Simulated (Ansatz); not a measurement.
`FC[SiH2]S` → `C[SiH](F)S`  (isomerisation)

Computed with Ansatz on PBE0-D4/def2-TZVP structures; ΔE is electronic, products minus reactants. CCSD(T)/CBS adds triple-zeta CCSD(T) − MP2 to the extrapolated MP2 energy (def2 sets, frozen cores). DFT in def2-TZVPP. B3LYP here is the variant with VWN-RPA as its local correlation; programs differ in this. HSE06 is defined as in plane-wave codes. One conformer a species, not always the lowest.

```tsv
level	ΔE (eV)	difference from CCSD(T)/CBS
LDA (SPW92)	-2.60	0.15
PBE-D4	-2.55	0.20
revPBE-D4	-2.53	0.22
BLYP-D4	-2.57	0.18
B97M-V	-2.75	0.00
B3LYP-D4	-2.64	0.11
HSE06-D4	-2.62	0.13
BHLYP-D4	-2.71	0.04
CAM-B3LYP-D4	-2.67	0.08
ωB97X-V	-2.63	0.12
ωB97M-V	-2.69	0.06
B2PLYP	-2.71	0.04
PBE-QIDH	-2.74	0.01
PBE	-2.55	0.20
revPBE	-2.52	0.23
BLYP	-2.56	0.19
r2SCAN	-2.71	0.04
PBE0	-2.62	0.13
B3LYP	-2.63	0.12
r2SCANh	-2.72	0.03
r2SCAN0	-2.74	0.01
HSE06	-2.62	0.13
BHLYP	-2.71	0.04
CAM-B3LYP	-2.67	0.08
LC-ωPBE	-2.67	0.08
RPA@PBE/def2-TZVPP	-2.58	0.17
HF/def2-SVP	-2.48	0.27
MP2/def2-SVP	-2.62	0.13
CCSD/def2-SVP	-2.49	0.26
CCSD(T)/def2-SVP	-2.48	0.27
HF/def2-TZVPP	-2.70	0.05
MP2/def2-TZVPP	-2.83	-0.08
SCS-MP2/def2-TZVPP	-2.75	0.00
CCSD(T)/def2-TZVPP	-2.71	0.04
HF/def2-QZVPP	-2.72	0.03
MP2/def2-QZVPP	-2.86	-0.11
SCS-MP2/def2-QZVPP	-2.78	-0.03
HF/CBS(def2)	-2.72	0.03
MP2/CBS(def2)	-2.87	-0.12
CCSD/CBS(def2)	-2.76	-0.01
CCSD(T)/CBS	-2.75	0
```

Largest T1 diagnostic among the species: 0.011.

At CCSD(T), def2-SVP lies +0.27 eV from the extrapolated value and def2-TZVPP +0.04 eV. From BLYP to BHLYP (50 % exact exchange), in def2-TZVPP and without D4, ΔE moves by −0.15 eV.
